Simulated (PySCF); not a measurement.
Atom-mapped SMILES (the numbers label the heavy atoms): `[CH3:1][O:2][B:3]([O:4][CH3:5])[B:6]([O:7][CH3:8])[O:9][CH3:10]` (H(Xn): hydrogen on atom n).

[PySCF 2.14.0 with density-fitted response routines: GIAO PBE0/pcSseg-1 shieldings; PBE0-D3(BJ)/def2-SVP structure; non-relativistic; one averaged value for each set of equivalent atoms; no solvent model; a single conformation]

Referencing at the same level of theory: $^{13}$C, $^{1}$H against TMS; $^{17}$O against H2O; $^{11}$B against BF3·OEt2.

```json
{"atoms": "B3/B6", "nucleus": "$^{11}$B", "count": "2", "δ (ppm)": "?"}
{"atoms": "C1/C5/C8/C10", "nucleus": "$^{13}$C", "count": "4", "δ (ppm)": "52.6"}
{"atoms": "H(C1)/H(C5)/H(C8)/H(C10)", "nucleus": "$^{1}$H", "count": "12", "δ (ppm)": "3.76"}
{"atoms": "O2/O4/O7/O9", "nucleus": "$^{17}$O", "count": "4", "δ (ppm)": "?"}
```

Q: Estimate the values marked ?.

A: 
- O2/O4/O7/O9: 116.9 ppm, oxygen bonded to C, B
- B3/B6: 26.0 ppm, boron bonded to B, 2 O

Shifts are as computed. Against solution values, carbons near 30 ppm lie about +2 ppm off and those near 130 ppm about +5 ppm. Of 1211 compounds with measured shifts, 218 miss one by over three times the rms of a fit or turn the order of signals round; such compounds aren't used in these exercises. Experimental scales use liquid or dissolved standards, which lie at an offset from isolated H2O (liquid H2O: subtract about 36 ppm).
